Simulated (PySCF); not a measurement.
Property card for Si(SH)Cl3, `Cl[Si](Cl)(S)Cl`

Species: Si(SH)Cl3.
Bonds: Si1–S2, Si1–Cl4, Si1–Cl5, Si1–Cl6. Hydrogens: H3 on S2.

**PBE0-D3(BJ)/def2-SVP geometry optimisation, gas phase (PySCF)**

```yaml
Point_group: Cs
Rotational_constants_A_B_C: 1.332, 1.270, 1.269 GHz
```

**B3LYP/def2-SVPD ground state and vertical TDDFT (core frozen in the response) (PySCF)**

```yaml
Dipole_moment: 1.16 D
HOMO_energy: -8.05 eV
LUMO_energy: -1.24 eV
HOMO–LUMO_gap: 6.81 eV
Lowest_singlet_excitation: 5.68 eV (218 nm, f = 0.006)
Strongest_line_among_the_10_lowest_singlet_transitions: S9 at 7.58 eV (163 nm, f = 0.222)
Lowest_triplet_excitation_Tamm–Dancoff: 5.32 eV
Static_isotropic_polarisability: 86.0 au
Electronic_spatial_extent_⟨r²⟩_about_the_centre_of_nuclear_charge: 1184 bohr²
```

KT2/pcSseg-1 ground state and GIAO shieldings, non-relativistic (PySCF):

```yaml
1H_chemical_shifts_computed_TMS_as_zero_by_class: 1.82 (H3) ppm
Isotropic_shieldings_of_nuclei_other_than_C_and_H_by_class: 329 (Si1), 579 (S2), 718 (Cl4/Cl5/Cl6) ppm
```

Monoisotopic mass from the formula: 165.8634 u.

S1 lies 1.13 eV below the HOMO–LUMO gap; its leading configuration is HOMO→LUMO, weight 0.91. The largest Löwdin shares of the HOMO are 0.74 on S2, 0.07 on Cl6, 0.07 on Cl5 and 0.06 on H3. In atomic units the dipole is 0.45 e·bohr (1 au = 2.5417 D). A dipole of 1.16 D is allowed in Cs, and pure rotational transitions are dipole-allowed. The vertical singlet–triplet gap S1 − T1 is 0.36 eV (TDDFT singlet less Tamm–Dancoff triplet; S1: HOMO→LUMO, weight 0.91; T1: HOMO→LUMO, weight 0.87). The rotational constants make it an asymmetric top with κ = (2B − A − C)/(A − C) = -1.0, nearer the prolate limit (−1).

 NMR classes are plain means over equivalent atoms (diastereotopic ones count apart unless rotation or inversion swaps them), as if these changed places fast; in this geometry the members of some classes differ.
